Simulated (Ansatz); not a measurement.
`C=[C]([GaH2])[SnH3]` + `OC#CO` → `OC#C[O][GaH2]` + `C=[CH][SnH3]` at 600 K and 1 bar (ligand exchange at a Ga–C bond).

Gas-phase electronic energies from Ansatz, PBE0-D4/def2-TZVP geometries. CCSD(T)/CBS adds triple-zeta CCSD(T) − MP2 to the extrapolated MP2 energy (def2 sets, frozen cores). Elements past krypton have def2 core potentials. For Ga, Sn outer-core shells are correlated without core-valence functions, which leaves a few kJ/mol of doubt a bond. Scalar relativity is left out up to krypton. One conformer a species, not always the lowest.

```
              species  CCSD(T)/CBS energy (Eh)  H − E (kJ/mol)  S (J/(mol·K))
`C=[C]([GaH2])[SnH3]`              -2218.21223           240.6          485.3
              `OC#CO`               -227.53355           138.8          330.9
      `OC#C[O][GaH2]`              -2152.09063           165.8          438.3
       `C=[CH][SnH3]`               -293.68430           212.6          389.5
```

H − E and S are ideal-gas, rigid-rotor, harmonic terms from PBE0-D4/def2-TZVP, for one conformer and one mirror image of each species. 1 Eh = 2625.50 kJ/mol, R = 8.31446 J/(mol·K).

**Question.** By hand: ΔE, ΔH, ΔS and ΔG.

**Answer.** ΔE = (-2152.09063) + (-293.68430) − (-2218.21223) − (-227.53355) = -0.02915 Eh = -76.5 kJ/mol. Δ(H − E) = 165.8 + 212.6 − 240.6 − 138.8 = -1.0, so ΔH = -77.5 kJ/mol. ΔS = 438.3 + 389.5 − 485.3 − 330.9 = 11.6 J/(mol·K). ΔG = -77.5 − 600 × (11.6)/1000 = -84.5 kJ/mol.

**Question.** By hand: the equilibrium constant, and the temperature at which ΔG would vanish if ΔH and ΔS stayed fixed.

**Answer.** log₁₀ K = −ΔG/(RT ln 10) = 7.4. ΔH and −TΔS have one sign here, so there is no such temperature.

The number of gas molecules stays the same, so ΔS is small and ΔH decides. A doubt of 5 kJ/mol in ΔE shifts log₁₀ K by 0.4 here. Other conformers and mirror images would add mixing entropy, several J/(mol·K) or more a flexible species. These are equilibria of isolated gas molecules and say nothing of rates. Largest T1 diagnostic: 0.015 (customary marks: 0.02 for closed shells, 0.045 for open ones).

ΔS is within the doubt of such terms, so its sign, and with it that verdict, could turn.
